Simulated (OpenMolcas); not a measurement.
**What dynamic correlation does to the levels of V³⁺**

```yaml
Program: OpenMolcas 26.06
Basis: ANO-R1 [5s3p3d1f]
Scalar_Hamiltonian: X2C, finite nucleus
Active_space: 2 electrons in 5 orbitals (3d)
State_averaging: 2S+1 = 3 even, 10 roots; 2S+1 = 1 even, 15 roots
Spin-orbit_coupling: state interaction with AMFI integrals over the reference wave functions, term energies averaged over their components
```

Methods on the same reference wave functions:
A. CASSCF
B. SS-CASPT2, IPEA 0.25 Eh, imaginary shift 0.1 Eh (closed shells correlated: 3s 3p)

Energies in cm⁻¹ above 3d² ³F₂, the measured ground level; measured values from Sugar and Corliss, J. Phys. Chem. Ref. Data 7, 1191 (1978).

```tsv
Level	A	B	Measured
3d² ³F₂	0.0	0.0	0.0
3d² ³F₃	328	330	325
3d² ³F₄	754	755	735
3d² ¹D₂	14005	11190	10959
3d² ³P₀	16566	14000	
3d² ³P₁	16681	14110	13239
3d² ³P₂	16927	14360	13458
3d² ¹G₄	21534	19590	18391
3d² ¹S₀	52283	44090	42462
```

Deviations, from unrounded energies. A percentage is the sum of absolute deviations over the sum of measured energies, with the sign that they share, or ± where signs differ.

```
                        Against measurement  Levels      A     B
             mean absolute deviation (cm-1)       7   3300   690
      fine structure of the ground term (%)       2   +2.1  +2.4
other terms of the ground configuration (%)       5  +23.3  +4.9
```

B lies closest to measurement on these levels. The largest miss of B in the table is 3d² ¹S₀, by +1600 cm-1. The ranking rests on the paired levels alone, and a cruder setting can come out closer through cancelling errors.

From A to B the spin-free energies of the other terms of 3d² shown, above ³F, scale by factors of 0.79 to 0.91, as is usual when dynamic correlation screens the repulsion within a d or f shell.

The lowest spin-free term lies below A's lowest term by 0.206 hartree in B.

CASPT2 does not keep the components of a term degenerate, so their means are used; among the terms shown or strongly mixed into the levels shown the widest spread is 610 cm-1 (3d² ¹G, B). The basis is small and was not contracted for so high a charge. Without dynamic correlation excited terms often stand tens of per cent too high (terms of higher spin than the ground term too low), and those without a measured partner can miss by more than the paired ones (holds for A). Measured partners are found by configuration, term and J. A level has none where our copy of the source lacks it or the pairing is in doubt (some pairs that miss far off the trend of their configuration count as doubtful), and it then counts in no deviation. Only configurations of the active space appear.
